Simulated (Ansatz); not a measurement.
Ge₁₀H₁₆, a cluster cut from cubic germanium, relaxed as a singlet with RKS PBE-D4/def2-SVP in Ansatz, starting from the GFN2-xTB geometry. Force threshold 0.03 eV/Å.

Start:

```xyz
26

Ge   -1.484    2.229   -0.783
Ge   -1.648   -1.639   -1.553
Ge    1.701    0.362   -2.188
Ge    1.649    1.640    1.551
Ge    1.482   -2.225    0.786
Ge   -1.699   -0.365    2.186
Ge   -0.722    0.482   -2.287
Ge   -0.774    1.770    1.492
Ge   -0.942   -2.139    0.715
Ge    2.442   -0.113    0.073
H    -2.993    2.386   -0.855
H    -0.993    3.592   -1.238
H    -3.163   -1.629   -1.661
H    -1.261   -2.760   -2.503
H     2.330    1.641   -2.711
H     2.230   -0.678   -3.161
H     2.274    2.978    1.194
H     2.146    1.417    2.968
H     2.009   -3.373   -0.057
H     1.965   -2.594    2.178
H    -3.216   -0.306    2.232
H    -1.342   -0.669    3.630
H    -1.176    0.780   -3.718
H    -1.262    2.882    2.426
H    -1.526   -3.481    1.165
H     3.970   -0.191    0.120
```

(1) Estimate the energy that the relaxation releases and the steps that it takes.

(2) Does the start keep its bonding and symmetry?

(3) Predict the relaxed structure.

Answers

(1) 0.29 eV, in 3 steps; 16 s on 2 threads of AMD EPYC 7R13 on a shared host and a share (18 GiB) of an NVIDIA H100 80GB HBM3. No frequencies were taken in this run, so the end may be a saddle point.

(2) By distances, no bond broke or formed. The bond that changes most is Ge6–H21, from 1.52 to 1.56 Å (atoms count from 1). Point group Td at the start, Td at the end, both within 0.05 Å.

(3) 
```xyz
26

Ge   -1.501    2.256   -0.792
Ge   -1.665   -1.656   -1.569
Ge    1.718    0.365   -2.212
Ge    1.665    1.657    1.567
Ge    1.501   -2.254    0.795
Ge   -1.718   -0.367    2.209
Ge   -0.724    0.485   -2.292
Ge   -0.778    1.777    1.496
Ge   -0.942   -2.145    0.718
Ge    2.448   -0.116    0.074
H    -3.055    2.348   -0.846
H    -0.927    3.628   -1.252
H    -3.220   -1.595   -1.629
H    -1.196   -2.791   -2.526
H     2.330    1.715   -2.690
H     2.223   -0.752   -3.173
H     2.274    3.023    1.133
H     2.137    1.367    3.022
H     2.010   -3.398   -0.131
H     1.967   -2.574    2.246
H    -3.273   -0.295    2.184
H    -1.279   -0.676    3.671
H    -1.186    0.793   -3.750
H    -1.275    2.909    2.449
H    -1.542   -3.511    1.176
H     4.006   -0.192    0.121
```
Bond lengths: 12 × Ge–Ge 2.45 Å; 16 × Ge–H 1.56 Å.
